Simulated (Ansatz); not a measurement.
A nudged elastic band was laid between two geometries of BH₅O₂Si (9 atoms, charge 0, multiplicity 1).

Computed with RKS B3LYP/def2-SVP (Ansatz).

```
movable images  : 5
climbing image  : yes
spring          : 5.0 eV/Å²
optimiser       : quadratic models (default)
start path      : IDPP
force threshold : 0.05 eV/Å
iteration limit : 60
end points      : relaxed
```

First end point:

```xyz
9
Properties=species:S:1:pos:R:3
B -1.675 0.550 0.488
O -0.502 0.587 -0.178
Si 0.998 -0.148 0.040
O 1.273 -1.245 -1.169
H -1.778 -0.086 1.517
H -2.610 1.167 0.032
H 1.989 0.959 0.015
H 1.007 -0.912 1.308
H 1.386 -0.918 -2.069
```

Last end point:

```xyz
9
Properties=species:S:1:pos:R:3
B -1.685 0.486 0.526
O -0.620 -0.328 0.370
Si 1.005 -0.087 0.001
O 1.345 -0.703 -1.497
H -2.761 -0.017 0.753
H -1.553 1.691 0.446
H 1.300 1.362 -0.066
H 1.760 -0.791 1.070
H 1.298 -1.659 -1.619
```

(1) What changes between the two ends?

(2) Give the energies along the band, and the barrier.

(3) What is the geometry of the highest image?

Results:

(1) No bond is made or broken. The dihedral H5–B1–O2–Si3 changes from 3 to 178° by way of a nearly straight angle B1–O2–Si3 (up to 178°), not by a turn about the bond. The two ends are copies of one structure, up to a mirror image or an exchange of like atoms.

(2) The forces met the threshold. The highest image is number 4 of 0 to 6, 0.118 eV above the ends, which have the same energy within 2 meV. The profile has 2 maxima (images 1, 4) with wells between them (image 2): this band takes more than one step, which may be the mechanism or a detour left from its start path. A vibrational analysis at the climbing image gives 2 clearly imaginary modes (151i, 87i cm⁻¹): a point of higher order, so a lower path passes nearby.

```tsv
image	path coordinate (Å)	energy (eV)	angle B1–O2–Si3 (°)
0	0.00	0.000	134
1	0.70	0.051	133
2	1.41	0.030	132
3	2.11	0.067	151
4	2.81	0.118	178
5	3.52	0.048	150
6	4.22	0.000	134
```

(3) 
```xyz
9
Properties=species:S:1:pos:R:3
B -1.787 0.498 0.465
O -0.487 0.233 0.264
Si 1.132 -0.057 0.055
O 1.425 -0.613 -1.475
H -2.492 -0.341 0.987
H -2.241 1.569 0.120
H 1.875 1.216 0.186
H 1.537 -1.050 1.087
H 1.126 -1.501 -1.706
```

Run time: 9.1 min on 1 thread of Arm Neoverse V1, with other jobs on the host, peak memory 0.26 GiB.
